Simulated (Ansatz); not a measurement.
Program: Ansatz. Geometries: PBE0-D4/def2-TZVP. ΔE: electronic, gas phase. CBS: MP2 limit from def2 TZ/QZ plus the TZ coupled-cluster correction, frozen cores. This one scheme is used for every species. Functionals use def2-TZVPP. Each species was taken in one conformer, which may not be the lowest.

Reaction (substitution at a C–B bond): `C[BH][AlH2]` + `F[SiH](S)S` → `CS[SiH](F)S` + `[BH2][AlH2]`

Problem. Is it downhill or uphill in electronic energy at CCSD(T)/CBS, and by how much? (Best estimate.)

Solution. Ansatz gave: Uphill: ΔE = +53.0 kJ/mol.

Problem. What do these levels give: PBE-D4, BLYP-D4, BHLYP-D4, r2SCAN0, BHLYP, HF/def2-SVP? (An estimate is asked.)

Solution. The calculation gave: PBE-D4 57.2, BLYP-D4 51.8, BHLYP-D4 51.8, r2SCAN0 58.8, BHLYP 56.1, HF/def2-SVP 55.8 kJ/mol.

Problem. What do rigid-rotor, harmonic-oscillator terms from PBE0-D4/def2-TZVP frequencies (298.15 K, 1 bar) make of the CCSD(T)/CBS value? (An estimate is asked.)

Solution. Computed: ΔZPE = +2.4 kJ/mol, ΔH = +55.8 kJ/mol, ΔS = -8 J/(mol·K), ΔG = +58.0 kJ/mol.

Largest T1 diagnostic among the species: 0.012.

In def2-TZVPP, CCSD(T) changes the Hartree–Fock value by +4.1 kJ/mol (the triples alone add −0.6 kJ/mol) and MP2 by +3.3 kJ/mol. The D4 term adds −5.2 kJ/mol with B3LYP and −2.9 kJ/mol with PBE0; it sums over pairs of atoms, weighted by their polarisabilities, and B3LYP, whose exchange is more repulsive, gets the larger term.

B3LYP here is the variant with VWN-RPA as its local correlation; programs differ in this.
